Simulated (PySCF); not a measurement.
Work out the structure from these simulated measurements.

Formula: C4H7N3SSi.

| Quantity | Value |
| --- | --- |
| Triplet | lowest triplet excitation (Tamm–Dancoff): 5.17 eV [TDA CAM-B3LYP/def2-SVPD] |
| 1H NMR | chemical shifts (computed TMS as zero) by class: 2.38 (3 H), 1.82 (2 H), 1.76 (1 H), 1.73 (1 H) ppm [GIAO PBE0/pcSseg-1] |
| UV, strongest line | among the 8 lowest singlet transitions: S6 at 7.08 eV (175 nm, f = 0.049) [TDDFT CAM-B3LYP/def2-SVPD] |
| 13C NMR | chemical shifts (computed TMS as zero) by class: 123.7 (1 C), 120.0 (1 C), 13.5 (1 C), 3.8 (1 C) ppm [GIAO PBE0/pcSseg-1] |
| UV, first state | lowest singlet excitation: 5.48 eV (226 nm, f = 0.003) [TDDFT CAM-B3LYP/def2-SVPD] |
| Rotational structure | rotational constants A, B, C: 1.769, 0.789, 0.671 GHz [GFN2-xTB] |

Gas-phase values; electronic properties from PySCF, density fitting. Levels stand in brackets. The structure is a single GFN2-xTB conformer in the gas phase; no vibrational or solvent corrections. NMR classes are plain means over equivalent atoms (diastereotopic ones count apart unless rotation or inversion swaps them), as if these changed places fast.

Question: Give a SMILES that accounts for the data.

Answer: Numbering: `[CH3:1][S:2][Si@:3]([NH2:4])([C:5]#[N:6])[CH2:7][C:8]#[N:9]`. Its formula, C4H7N3SSi, gives 4 degrees of unsaturation: 0 rings and 4 π bonds in the structure found. 4 carbons fall into 4 classes; from least to most shielded: cyano carbon [C5] (123.7 ppm), nitrile carbon [C8] (120.0 ppm), S-methyl carbon [C1] (13.5 ppm), sp3 carbon bound to silicon [C7] (3.8 ppm). Hydrogen classes from least to most shielded: 3 H on an S-methyl carbon, C1 (2.38 ppm), 2 H on a silicon-bound nitrogen, N4 (1.82 ppm, a mean of values up to 0.5 ppm apart in this geometry), 1 H on an sp3 carbon bound to silicon, C7 (1.76 ppm), 1 H on an sp3 carbon bound to silicon, C7 (1.73 ppm). The optimised geometry has point group C1 and is an asymmetric top. Structure: `CS[Si@](N)(C#N)CC#N`. Computed isomers that give other values at the same levels: `C=N[SiH2]c1sncc1N` (13C chemical shifts (computed TMS as zero) by class: 175.5 (1 C), 156.5 (1 C), 152.2 (1 C), 125.3 (1 C) ppm); `CSc1cnc([SiH3])nn1` (13C chemical shifts (computed TMS as zero) by class: 172.4 (1 C), 170.8 (1 C), 150.1 (1 C), 19.3 (1 C) ppm); `C=Cc1nc(S[SiH3])n[nH]1` (13C chemical shifts (computed TMS as zero) by class: 166.6 (1 C), 157.0 (1 C), 132.4 (1 C), 126.4 (1 C) ppm). The assignments are read from this structure; whether some other isomer fits the data as well wasn't checked. The mirror image fits equally.

The values belong to the conformer `[CH3:1][S:2][Si@:3]([NH2:4])([C:5]#[N:6])[CH2:7][C:8]#[N:9]`: C1–S2–Si3–N4 74°, S2–Si3–C7–C8 -167°, H–N4–Si3–S2 164°, H–N4–Si3–S2 -42°.
